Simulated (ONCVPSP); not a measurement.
# Dy (Z = 66), ONCV: configuration errors across variants

| Quantity | Value |
| --- | --- |
| Element | Dy |
| Generator | ONCVPSP 4.0.1 |
| Type | optimised norm-conserving Vanderbilt (ONCV) |
| Functional | Wu-Cohen |
| Relativity | fully relativistic |
| Frozen core | [Kr] 4d10 4f9 |
| Valence charge | 11 |
| Reference configuration | 5s2 5p6 5d1 (charge +2) |
| Partial waves | 5s: rc 2.15 bohr, ncon 5, nbas 9, qcut 6.1 1/bohr, 3 projectors, debl 2.9 Ha; 5p: rc 1.90 bohr, ncon 3, nbas 6, qcut 8 1/bohr, 1 projector; 5d: rc 2.50 bohr, ncon 4, nbas 8, qcut 7.3 1/bohr, 2 projectors, debl 3.7 Ha; f scattering state at 0.27 Ha: rc 2.00 bohr, ncon 4, nbas 7, qcut 6 1/bohr, 2 projectors, debl 1 Ha |
| Local potential | polynomial inside 1.55 bohr (lpopt 5, dvloc0 2 Ha) |
| Core correction | none |

Open shells are filled in proportion to 2j + 1.

In the s channel the program set the typed energies aside and used -2.455, 0.050, 2.950 Ha.

All-electron excitation energies from the reference (eV): (1) 5s2 5p6 5d1 6s2 -19.185; (2) 5s2 5p6 5d1 6s1 -12.314; (3) 5s2 5p6 5d0 19.863; (4) 5s2 5p6 5d1 6p1 -8.546.

3 further variants failed, have other tests or another functional or relativity, and are left out.

A true bound ghost makes a file unfit for plane-wave use even where its test errors are small: the radial tests pick states by their node count and pass the ghost by.

Errors AE − PS in meV (a dash: test not solved or not reliable):

| change | (1) | (2) | (3) | (4) | bound ghosts | GHOST(+) flags above zero |
| --- | --- | --- | --- | --- | --- | --- |
| base | +60 | +23 | -28 | +33 | f7/2, f5/2 | s |
| f: rc 1.72 | +60 | +23 | -28 | +33 | f7/2, f5/2 | s, f7/2, f5/2 |
| local potential polynomial inside 1.55 bohr (lpopt 5, dvloc0 6.5 Ha) | +60 | +23 | -28 | +41 | none | none |
| s: nproj 2 | +60 | +23 | -28 | +33 | f7/2, f5/2 | s |

**Question.** Give the same row for: core correction Teter function, fcfact 3.75, rcfact 1.75.

**Answer.** -22, -18, -132, +23; bound ghosts: f7/2, f5/2; GHOST(+) flags above zero: s.
